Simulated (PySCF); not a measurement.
## A search over the determinants of RbSr

Unrestricted PBE0; PySCF, spin-free X2C with a Gaussian nucleus, basis sets Rb x2c-TZVPall, Sr x2c-TZVPall. Outer shells of the fragments: Rb 5s1; Sr 5s2.

Followed along the bond (rough minima from three points):

```
2Ms+1   unpaired  ⟨S²⟩ at the start  R at minimum (Å)  Te (eV)
    2        σ ↑               0.76              4.66     0.00
    2        π ↑               0.83              3.92     0.63
    2        δ ↑               0.81              4.08     1.38
    4  σ ↑↑, π ↑               3.75              4.28     1.47
```

Solutions found at the starting distance of 3.770 Å, counted from the lowest of them; the search is not exhaustive and high or unbound solutions are not listed, so other states can lie among these:

```
2Ms+1   unpaired   term  E (eV)  ⟨S²⟩  ⟨Lz²⟩  μ (D)
    2        σ ↑    ²Σ⁺    0.00  0.76   0.00  -1.64
    2        π ↑     ²Π    0.41  0.83   1.04  -4.69
    2        δ ↑     ²Δ    1.19  0.81   4.00  -4.63
    4  σ ↑↑, π ↑     ⁴Π    1.33  3.75   1.02  -2.25
    4  σ ↑, π ↑↑    ⁴Σ⁻    1.72  3.75   0.00  -2.40
    2  σ ↑↑, π ↓  mixed    1.78  1.75   1.03  -1.38
```

A term symbol is given only where ⟨S²⟩ and ⟨Lz²⟩ are close to those of a pure state; real π, δ and φ orbitals otherwise mix terms. A positive dipole means Rb(−)Sr(+).

Question: Compare the gap between the two lowest followed solutions at the starting distance with the gap between their minima.

Answer: At PBE0 the second solution (doublet, unpaired electrons π ↑) lies +0.41 eV from the first (doublet, unpaired electrons σ ↑) at 3.770 Å and +0.63 eV at the minima; the two curves relax by different amounts, since their minima lie near 3.92 and 4.66 Å.

Spin–orbit coupling is left out. Counting both spins, an empty level lies below a filled one in some of these solutions, because spin and occupation are held.
